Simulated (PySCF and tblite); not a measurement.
Results of a calculation; reference values are marked as such.
System: C₄H₉FSi, numbered as in [F:1][C@@H:2]1[CH2:3][CH2:4][SiH2:5][CH2:6]1.

Geometries: B3LYP-D3(BJ)/def2-SVP; energies: PBE0/pcSseg-1 + D3(BJ); zero-point and thermal terms from GFN2-xTB harmonic modes (soft modes blended into free rotors). Rates follow Eyring's equation with the number of equivalent paths and no tunnelling. Run with tblite and PySCF.

(1) What barrier does the inversion of the 5-membered ring (2–3–4–5–6) meet, and how fast is it at 298 K?

Results:

(1) The electronic barrier is 3.9 kcal/mol and ΔG‡(298 K) 4.2 kcal/mol, over a C1 saddle (envelope) with an imaginary mode of 82i cm⁻¹ (GFN2-xTB). With 1 equivalent path, k is 5.6×10⁹ s⁻¹, a mean lifetime of the start of 180 ps against this motion. The end lies 1.4 kcal/mol below the start in free energy.
